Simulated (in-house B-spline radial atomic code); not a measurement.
A fraction x of an electron is removed from 3d in Zn5+, starting from [Ar] 3d7 and keeping the highest spin. Level of theory: non-relativistic TPSSh, spin-polarised, spherical fractional occupations, point nucleus; calculated with a radial B-spline atomic code at the basis-set limit.

Caution: exact exchange at fractional occupations of open shells leaves self-interaction of up to several eV.

```
   x  E(x) - E(0) (eV)  3d down level (eV)
   0            0.0000             -96.008
0.01            0.9613             -96.252
0.22           21.7172            -101.436
0.35           35.1147            -104.684
0.48           48.9364            -107.962
 0.5           51.1007            -108.469
0.62           64.3001            -111.525
0.63           65.4166            -111.781
0.85           90.6305            -117.450
0.98          106.1188            -120.837
   1          108.5408            -121.361
```

The exact functional would give a straight line between the two integer points. Deviations E(x) - E(0) - x[E(1) - E(0)], in eV: -0.124 at x = 0.01, -2.162 at x = 0.22, -2.875 at x = 0.35, -3.163 at x = 0.48, -3.17 at x = 0.5, -2.995 at x = 0.62, -2.964 at x = 0.63, -1.629 at x = 0.85, -0.251 at x = 0.98.

The curve lies below the straight line by up to 3.17 eV (at x = 0.5): convex, the delocalisation error, to which spherically averaged exact exchange adds.

(1) How well does Slater's transition state (minus the level at half occupation) give the ionisation energy?

Answers

(1) It gives 108.469 eV against 108.541 eV from the two total energies; NIST lists 108.00 eV, ground level to ground level. The end point has an open shell averaged over its orbitals, so its exact exchange keeps a self-interaction and this is no true integer point.
